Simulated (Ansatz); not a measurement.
```xyz
2

N     0.0000    0.0000   -0.4949
O     0.0000    0.0000    0.4949
```

Basis set: 6-31G (spherical functions). Frozen core: 2 orbitals. Charge 0, multiplicity 2.

Computed with Ansatz (development build ahead of 0.2.0); the reference of a correlated method needn't be the lowest determinant of its kind.

Q: Give the atomization energy at this shape (free ground-state atoms in the same class of orbitals less the molecule, no zero-point energy) of doublet NO by UHF-CCSD(T), UHF-BCCD(T).

A:

```csv
method,atomization energy
UHF-CCSD(T),0.96 eV
UHF-BCCD(T),0.95 eV
```

Caution: the reference determinant was not shown to be the lowest; the shape is not the minimum.

This basis has no polarisation functions and is too small for such energies, which can lie far from measured ones in either direction.
